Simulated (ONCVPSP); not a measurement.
**PBEsol ONCV dataset for Tl (Z = 81), scalar-relativistic all-electron reference.**

Input for ONCVPSP 4.0.1:

```
# ATOM AND REFERENCE CONFIGURATION
# atsym  z   nc   nv     iexc    psfile
  Tl 81.00   12    3  -116133      upf
#
#   n    l    f
    1    0    2.00
    2    0    2.00
    2    1    6.00
    3    0    2.00
    3    1    6.00
    3    2   10.00
    4    0    2.00
    4    1    6.00
    4    2   10.00
    4    3   14.00
    5    0    2.00
    5    1    6.00
    5    2   10.00
    6    0    2.00
    6    1    1.00
#
# PSEUDOPOTENTIAL AND OPTIMIZATION
# lmax
    3
#
#   l,   rc,      ep,       ncon, nbas, qcut
    0    1.80    0.00    4    7    3.20
    1    2.70    0.00    3    6    3.60
    2    1.55    0.00    4    9   10.20
    3    2.00    0.46    5    9    6.00
#
# LOCAL POTENTIAL
# lloc, lpopt,  rc(5),   dvloc0
    4    3    1.15    6.00
#
# VANDERBILT-KLEINMAN-BYLANDER PROJECTORs
# l, nproj, debl
    0    2    2.10
    1    1    0.60
    2    2    2.60
    3    2    3.80
#
# MODEL CORE CHARGE
# icmod, fcfact, rcfact
    2    0.15    0.70
#
# LOG DERIVATIVE ANALYSIS
# epsh1, epsh2, depsh
   -2.00    5.00    0.02
#
# OUTPUT GRID
# rlmax, drl
    6.00    0.01
#
# TEST CONFIGURATIONS
# ncnf
    4
# nvcnf
#   n    l    f
    3
    5    2   10.00
    6    0    2.00
    6    1    0.00
#
    3
    5    2   10.00
    6    0    1.00
    6    1    0.00
#
    3
    5    2   10.00
    6    0    0.00
    6    1    0.00
#
    3
    5    2    9.00
    6    0    0.00
    6    1    0.00
#
```

Command:

```bash
oncvpsp.x < Tl.dat > Tl.out
```

Output (shortened: citation, most of the input echo, consistency checks and plot data are left out):

```
ONCVPSP  (Optimized Norm-Conservinng Vanderbilt PSeudopotential)
scalar-relativistic version 4.0.1

#   n    l    f        energy (Ha)
    1    0    2.00    -3.1460757E+03
    2    0    2.00    -5.6016000E+02
    2    1    6.00    -4.8175610E+02
    3    0    2.00    -1.3369848E+02
    3    1    6.00    -1.1113944E+02
    3    2   10.00    -8.7782384E+01
    4    0    2.00    -2.9827051E+01
    4    1    6.00    -2.2433544E+01
    4    2   10.00    -1.3775434E+01
    4    3   14.00    -4.1922453E+00
    5    0    2.00    -4.8156683E+00
    5    1    6.00    -2.7961517E+00
    5    2   10.00    -5.6884188E-01
    6    0    2.00    -3.5266879E-01
    6    1    1.00    -8.6771600E-02

Reference configufation results
  iterations    25
  all-electron total energy (Ha)   -2.02404691D+04

Begin loop to  construct optimized pseudo wave functions
and semi-local pseudopoentials for all angular momenta

   Wellstate for l =  0  n =  8
     eigenvalue =   1.7473
     asymptotic potential =   2.2473
     half-point radius =  4.3966

Calculating optimized projector #   1

 for l=   0

    Fraction of norm inside rc  0.219572
    Optimizing pswf for qcut=   3.20 a_B^-1,  ecut=   5.12 Ha
    Residual kinetic energy error=  2.38D-03 Ha

    Energy error per electron        Cutoff
         Ha          eV             Ha
         0.01000     0.27211        3.77
         0.00100     0.02721       11.54
         0.00010     0.00272       36.27
         0.00001     0.00027       52.18

Calculating optimized projector #   2

 for l=   0

    Fraction of norm inside rc  0.098573
    Optimizing pswf for qcut=   3.20 a_B^-1,  ecut=   5.12 Ha
    Residual kinetic energy error=  2.89D-02 Ha

    Energy error per electron        Cutoff
         Ha          eV             Ha
         0.01000     0.27211       13.19
         0.00100     0.02721       46.88
         0.00010     0.00272       55.33
         0.00001     0.00027       73.78

Calculating optimized projector #   1

 for l=   1

    Fraction of norm inside rc  0.264686
    Optimizing pswf for qcut=   3.60 a_B^-1,  ecut=   6.48 Ha
    Residual kinetic energy error=  1.68D-05 Ha

    Energy error per electron        Cutoff
         Ha          eV             Ha
         0.01000     0.27211        0.98
         0.00100     0.02721        3.90
         0.00010     0.00272        5.41
         0.00001     0.00027        8.19

   Wellstate for l =  2  n =  7
     eigenvalue =   2.0312
     asymptotic potential =   2.5312
     half-point radius =  3.7573

Calculating optimized projector #   1

 for l=   2

    Fraction of norm inside rc  0.680776
    Optimizing pswf for qcut=  10.21 a_B^-1,  ecut=  52.13 Ha
    Residual kinetic energy error=  1.44D-08 Ha

    Energy error per electron        Cutoff
         Ha          eV             Ha
         0.01000     0.27211       18.90
         0.00100     0.02721       24.16
         0.00010     0.00272       28.48
         0.00001     0.00027       31.82

Calculating optimized projector #   2

 for l=   2

    Fraction of norm inside rc  0.071432
    Optimizing pswf for qcut=  10.21 a_B^-1,  ecut=  52.13 Ha
    Residual kinetic energy error=  6.98D-08 Ha

    Energy error per electron        Cutoff
         Ha          eV             Ha
         0.01000     0.27211       17.45
         0.00100     0.02721       22.77
         0.00010     0.00272       27.02
         0.00001     0.00027       31.17

   Wellstate for l =  3  n =  5
     eigenvalue =   0.4600
     asymptotic potential =   0.9600
     half-point radius =  6.1549

   Wellstate for l =  3  n =  7
     eigenvalue =   4.2600
     asymptotic potential =   4.7600
     half-point radius =  3.2727

Calculating optimized projector #   1

 for l=   3

    Fraction of norm inside rc  0.039660
    Optimizing pswf for qcut=   6.00 a_B^-1,  ecut=  17.99 Ha
    Residual kinetic energy error=  4.75D-05 Ha

    Energy error per electron        Cutoff
         Ha          eV             Ha
         0.01000     0.27211        5.99
         0.00100     0.02721       11.83
         0.00010     0.00272       16.52
         0.00001     0.00027       43.50

Calculating optimized projector #   2

 for l=   3

    Fraction of norm inside rc  0.202031
    Optimizing pswf for qcut=   6.00 a_B^-1,  ecut=  17.99 Ha
    Residual kinetic energy error=  3.27D-02 Ha

    Energy error per electron        Cutoff
         Ha          eV             Ha
         0.01000     0.27211       21.12
         0.00100     0.02721       76.97
         0.00010     0.00272       99.05
         0.00001     0.00027      108.33

Construct Vanderbilt / Kleinmman-Bylander projectors

B matrix Hermiticity error, ll=   0
   1   2   -1.4940E-04

  Orthonormal projector coefficients  1.4524E+01  2.5706E+00

B matrix Hermiticity error, ll=   2
   1   2   -3.6310E-04

  Orthonormal projector coefficients -6.2155E-01  6.0036E-01

B matrix Hermiticity error, ll=   3
   1   2   -7.1921E-05

  Orthonormal projector coefficients -5.1596E+00  2.2847E+00

Model core correction analysis
  based on d2Exc/dn_idn_j

d2excae - all-electron derivatives

   -1.812879D-02   -8.906681D-03   -3.288547D-03
   -8.905970D-03   -2.338249D-02   -1.757121D-02
   -3.287630D-03   -1.756637D-02   -2.712034D-02

d2excps - pseudofunction derivatives with no core correction

   -2.813213D-02   -1.063758D-02   -3.732243D-03
   -1.063687D-02   -2.387495D-02   -1.777387D-02
   -3.731336D-03   -1.776907D-02   -2.715450D-02

rms 2nd derivative error    3.444453E-03

amplitude prefactor, scale prefactor
    1.8301    1.5165

d2excps - pseudofunction derivatives with core correction

   -2.196676D-02   -9.794873D-03   -3.582695D-03
   -9.794153D-03   -2.356858D-02   -1.773728D-02
   -3.581784D-03   -1.773239D-02   -2.715770D-02

rms 2nd derivative error    1.356956E-03

Pseudoatom total energy  -50.704222

Diagnostic tests using Vanderbilt-Kleinman-Bylander pseudopotentials
  1 or more projectors used as specified by nproj input data

   l    rcore       rmatch      e in        delta e   norm test  slope test

   0   1.8056618   1.8604856  -0.3526688  -0.0000005   0.9999903   0.9999810
   0   1.8056618   1.8604856   1.7473312   0.0000110   1.0002020   1.0002020

   1   2.7120588   2.7944028  -0.0867716   0.0000049   1.0000212   0.9994595

   2   1.5548443   1.6020527  -0.5688419   0.0000008   1.0001390   1.0001634
   2   1.5548443   1.6020527   2.0311581   0.0000407   1.0004205   1.0004205

   3   2.0109444   2.0720011   0.4600000   0.0000117   1.0000373   1.0000373
   3   2.0109444   2.0720011   4.2600000   0.0000878   1.0001149   1.0001149

 Testing for bound ghosts
   n   l    E NL Schr. Eq   E Basis Diag.   E Cutoff

   1   0       -0.352669       -0.343284     56.96

       1                       -0.432319     13.21  WARNING - GHOST(-)
   2   1       -0.086767       -0.080362     13.21

   3   2       -0.568841       -0.567741    183.40

 Testing for highly-localized positive-energy ghosts
       l    <radius>/rc     E Basis Diag.   E Cutoff

       0        0.301685        0.168691     56.96  WARNING - GHOST(+)

Test configuration 0

   n   l     f        eae           eps        diff
   1   0  2.0000-3146.07569238
   2   0  2.0000 -560.16000294
   2   1  6.0000 -481.75609672
   3   0  2.0000 -133.69848216
   3   1  6.0000 -111.13944245
   3   2 10.0000  -87.78238375
   4   0  2.0000  -29.82705092
   4   1  6.0000  -22.43354424
   4   2 10.0000  -13.77543432
   4   3 14.0000   -4.19224533
   5   0  2.0000   -4.81566826
   5   1  6.0000   -2.79615169
   5   2 10.0000   -0.56884188   -0.56884105    8.24D-07
   6   0  2.0000   -0.35266879   -0.35266926   -4.72D-07
   6   1  1.0000   -0.08677160   -0.08676674    4.86D-06

    Total energies and differences
      AE_ref= -2.02404691D+04  AE_tst= -2.02404691D+04  dif=  0.00D+00
      PS_ref= -5.07042221D+01  PS_tst= -5.07042221D+01  dif=  1.92D-13
      PSP excitation error= -1.92D-13

Test configuration 1

   n   l     f        eae           eps        diff
   1   0  2.0000-3146.34542310
   2   0  2.0000 -560.42876149
   2   1  6.0000 -482.02493616
   3   0  2.0000 -133.96714313
   3   1  6.0000 -111.40811385
   3   2 10.0000  -88.05099417
   4   0  2.0000  -30.09571251
   4   1  6.0000  -22.70220707
   4   2 10.0000  -14.04407601
   4   3 14.0000   -4.46088031
   5   0  2.0000   -5.08443951
   5   1  6.0000   -3.06532999
   5   2 10.0000   -0.83724118   -0.83615237    1.09D-03
   6   0  2.0000   -0.60185733   -0.60197786   -1.21D-04

    Total energies and differences
      AE_ref= -2.02404691D+04  AE_tst= -2.02402799D+04  dif=  1.89D-01
      PS_ref= -5.07042221D+01  PS_tst= -5.05148950D+01  dif=  1.89D-01
      PSP excitation error= -1.48D-04

Test configuration 2

psatom: WARNING lschvkbb convergence error n,l,iter=   2   1  23
ea(ii),et,emin,emax -2.600194E-01 -2.724817E-01 -2.724817E-01 -2.724817E-01
run_config: WARNING for fully non-local PS atom, stg. 1
 WARNING no output for configuration 3

Test configuration 3

psatom: WARNING lschvkbb convergence error n,l,iter=   2   1   4
ea(ii),et,emin,emax -9.433785E-02 -1.037716E-01 -1.037716E-01 -1.037716E-01
run_config: WARNING for fully non-local PS atom, stg. 1
 WARNING no output for configuration 4

Test configuration 4

psatom: WARNING lschvkbb convergence error n,l,iter=   2   1   3
ea(ii),et,emin,emax -8.676674E-02 -9.544341E-02 -9.544341E-02 -9.544341E-02
run_config: WARNING for fully non-local PS atom, stg. 1
 WARNING no output for configuration 5
```

Note: ghosts flagged at negative energy: p at -11.8 eV; GHOST(+) flagged for s at 4.6 eV. A true bound ghost makes a file unfit for plane-wave use.

The run took about 5.5 s on one core of a shared server CPU.
